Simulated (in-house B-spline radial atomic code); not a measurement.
Results of a calculation; reference values are marked as such.
Softness against transferability: the 4p channel of Sr

Sr, [Kr] 5s2, non-relativistic LDA (VWN5), spherical and spin-unpolarised, from an all-electron radial atomic-structure program (B-spline basis) (atomic units). The all-electron 4p level is ε = -0.844490 hartree, its outermost node lies just inside 0.63 bohr and its outer maximum at 1.34 bohr.

Troullier-Martins pseudo-orbitals are made for several radii. The cutoffs (hartree) are the plane-wave energies beyond which the orbital holds less than the named kinetic energy per electron. The phase error is the difference, pseudo minus all-electron, of arctan(R P'/P) at R = 2.18 bohr for all radii, half a hartree below and above the level.

```csv
r_c (bohr),V_l(0) (hartree),cutoff for 10 mEh,for 1 mEh,for 0.1 mEh,phase error at ε − 0.5 (mrad),at ε + 0.5 (mrad)
1.01,-28.37,51.2,65.4,197,-2.5,-2.3
1.17,-6.12,12.9,39.4,75.4,-1.4,-1.1
1.34,-0.52,12.9,20,39.8,-1.1,-0.8
1.52,-0.84,12.3,19.2,37.7,-1.2,-0.9
1.69,-1.84,6.92,16.8,32,-1.8,-1.4
1.88,-2.65,5.64,13.9,19,-3.4,-2.5
```

(1) Which radius needs the lowest cutoff for 0.1 mEh while both phase errors stay within 1.9 mrad?

(2) What does the larger radius buy, and what does it cost?

Results:

(1) The radii within that limit are 1.17, 1.34, 1.52, 1.69 bohr; of these r_c = 1.69 needs the least, 32 hartree, that is 64 Ry or 871 eV.

(2) From r_c = 1.01 to 1.88 bohr the cutoff for 1 mEh goes from 65.4 to 13.9 hartree, a factor of 4.71, against 3.46 for a pure 1/r_c² scaling, end to end; step by step it is 65.4, 39.4, 20, 19.2, 16.8, 13.9, and for 0.1 mEh 197, 75.4, 39.8, 37.7, 32, 19; the number of plane waves goes as the cutoff to the power 3/2, here a factor of 10.2. The larger of the two phase errors is least at r_c = 1.34 bohr, 1.1 mrad; it is 2.5 at the smallest radius and 3.4 at the largest. These errors test the reference atom alone. The smallest radius lies well inside the outer maximum, where the nodeless form must bend sharply to keep the norm, so it is both harder and scatters less well than the next. Large radii also let the cores of neighbours overlap, which an atom doesn't show.
